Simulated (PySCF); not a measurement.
Compound: C5H9PS.
Numbering: `[CH3:1][C:2]1=[CH:3][CH2:4][CH2:5][P@@H:6]1=[S:7]` (hydrogens: H8, H9, H10 on C1; H11 on C3; H12, H13 on C4; H14, H15 on C5; H16 on P6)

The same species was optimised twice, with GFN2-xTB and with PBE0-D3(BJ)/def2-SVP (PySCF), and the same property calculations (PySCF, gas phase) were run on both structures.

| coordinate | GFN2-xTB | PBE0-D3(BJ)/def2-SVP | change |
| --- | --- | --- | --- |
| P6=S7 (Å) | 1.929 | 1.944 | +0.015 |
| C2=C3 (Å) | 1.330 | 1.341 | +0.011 |
| C5–P6 (Å) | 1.846 | 1.839 | -0.007 |
| C3–C4 (Å) | 1.500 | 1.505 | +0.005 |
| C4–C5 (Å) | 1.533 | 1.534 | +0.001 |
| C1–C2 (Å) | 1.487 | 1.487 | 0.000 |
| C2–P6 (Å) | 1.822 | 1.822 | 0.000 |
| C2–P6–S7 (°) | 119.5 | 118.4 | -1.1 |
| C1–C2–P6 (°) | 120.5 | 121.1 | +0.6 |
| C3–C2–P6 (°) | 110.6 | 109.9 | -0.7 |
| C2–P6–C5 (°) | 92.7 | 93.2 | +0.5 |
| C5–P6–S7 (°) | 119.3 | 119.7 | +0.4 |
| C2–C3–C4 (°) | 118.4 | 118.5 | +0.1 |
| C4–C5–P6 (°) | 106.3 | 106.4 | +0.1 |
| C1–C2–C3 (°) | 128.9 | 128.9 | 0.0 |

Rotational constants: A = 2630, B = 1581, C = 1065 MHz (GFN2-xTB) against A = 2609, B = 1576, C = 1060 MHz (PBE0-D3(BJ)/def2-SVP). Point groups within 0.08 Å: C1 and C1.

On the GFN2-xTB structure: lowest triplet, Tamm–Dancoff (eV) 4.22 [B3LYP/def2-SVPD]; isotropic polarisability (au) 104.4 [B3LYP/def2-SVPD]; HOMO (eV) -6.27 [B3LYP/def2-SVPD]; LUMO (eV) -0.80 [B3LYP/def2-SVPD]; dipole (D) 4.89 [B3LYP/def2-SVPD]; HOMO (eV) -6.50 [PBE0/pcSseg-1]; LUMO (eV) -0.52 [PBE0/pcSseg-1]; dipole (D) 4.87 [PBE0/pcSseg-1]; GIAO shielding of C1 (ppm) 170.8 [PBE0/pcSseg-1]; GIAO shielding of C2 (ppm) 41.4 [PBE0/pcSseg-1]; GIAO shielding of C3 (ppm) 40.7 [PBE0/pcSseg-1]; GIAO shielding of C4 (ppm) 153.7 [PBE0/pcSseg-1]; GIAO shielding of C5 (ppm) 150.2 [PBE0/pcSseg-1]; GIAO shielding of P6 (ppm) 302.9 [PBE0/pcSseg-1]; GIAO shielding of S7 (ppm) 765.1 [PBE0/pcSseg-1].

Q: What do these properties become on the PBE0-D3(BJ)/def2-SVP structure?

A: 
| property | level | on GFN2-xTB | on PBE0-D3(BJ)/def2-SVP | change |
| --- | --- | --- | --- | --- |
| lowest triplet, Tamm–Dancoff (eV) | B3LYP/def2-SVPD | 4.22 | 4.12 | -0.10 |
| isotropic polarisability (au) | B3LYP/def2-SVPD | 104.4 | 106.0 | +1.6 |
| HOMO (eV) | B3LYP/def2-SVPD | -6.27 | -6.23 | +0.04 |
| LUMO (eV) | B3LYP/def2-SVPD | -0.80 | -0.87 | -0.07 |
| dipole (D) | B3LYP/def2-SVPD | 4.89 | 4.98 | +0.09 |
| energy, GFN2-xTB geometry as zero (kcal/mol) | B3LYP/def2-SVPD | 0.0 | -1.1 | -1.1 |
| HOMO (eV) | PBE0/pcSseg-1 | -6.50 | -6.45 | +0.05 |
| LUMO (eV) | PBE0/pcSseg-1 | -0.52 | -0.59 | -0.07 |
| dipole (D) | PBE0/pcSseg-1 | 4.87 | 4.96 | +0.09 |
| energy, GFN2-xTB geometry as zero (kcal/mol) | PBE0/pcSseg-1 | 0.0 | -0.5 | -0.5 |
| GIAO shielding of C1 (ppm) | PBE0/pcSseg-1 | 170.8 | 168.7 | -2.1 |
| GIAO shielding of C2 (ppm) | PBE0/pcSseg-1 | 41.4 | 39.2 | -2.2 |
| GIAO shielding of C3 (ppm) | PBE0/pcSseg-1 | 40.7 | 38.2 | -2.5 |
| GIAO shielding of C4 (ppm) | PBE0/pcSseg-1 | 153.7 | 152.6 | -1.1 |
| GIAO shielding of C5 (ppm) | PBE0/pcSseg-1 | 150.2 | 149.7 | -0.5 |
| GIAO shielding of P6 (ppm) | PBE0/pcSseg-1 | 302.9 | 297.0 | -5.9 |
| GIAO shielding of S7 (ppm) | PBE0/pcSseg-1 | 765.1 | 746.7 | -18.4 |

The heavy atoms differ by 0.009 Å rms after alignment. Among bonds between heavy atoms P6=S7 changes most (+0.015 Å). Changes are differences of the printed values. Neither structure is proved a minimum here.
